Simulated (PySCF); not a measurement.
Spectrum to structure. Method: TDDFT B3LYP/def2-SVPD, vertical, gas phase, core orbitals frozen in the response in PySCF. Geometries: GFN2-xTB, one conformer each.

| state | λ (nm) | f |
| --- | --- | --- |
| S1 | 598.6 | 0.0006 |
| S2 | 297.4 | 0.020 |
| S3 | 265.8 | 0.031 |
| S4 | 251.5 | 0.088 |
| S5 | 228.6 | 0.044 |
| S6 | 226.9 | 0.076 |
| S7 | 222.9 | 0.027 |
| S8 | 215.0 | 0.078 |

Problem. Which candidate is it?
A. `CC(=S)[SiH2]/C=C/[SiH3]`
B. `C#C[C@H]1C[SiH2]C1=O`
C. `C[C@@]12C=C[C@H]3[C@@H]1[C@H]32`

Solution. A. Its S1, at 2.07 eV, is the lowest among the candidates; the nearest of the others has S1 at 3.12 eV. S1 is HOMO→LUMO (99%). S1 has the pattern of n→π* at C=S. At the same level the other candidates give, for their lowest levels:
- `C[C@@]12C=C[C@H]3[C@@H]1[C@H]32`: 227 nm (f 0.053); 210 nm (f 0.033); 205 nm (f 0.000); 199 nm (f 0.004); 190 nm (f 0.001); T1 3.60 eV; HOMO -6.02, LUMO -0.01 eV
- `C#C[C@H]1C[SiH2]C1=O`: 397 nm (f 0.001); 259 nm (f 0.001); 243 nm (f 0.074); 241 nm (f 0.004); 214 nm (f 0.004); T1 2.53 eV; HOMO -6.62, LUMO -1.98 eV

The values belong to the conformer `[CH3:1][C:2](=[S:3])[SiH2:4]/[CH:5]=[CH:6]/[SiH3:7]`: C1–C2–Si4–C5 -75°, C2–Si4–C5–C6 125°.
Triplets come from the Tamm–Dancoff approximation.
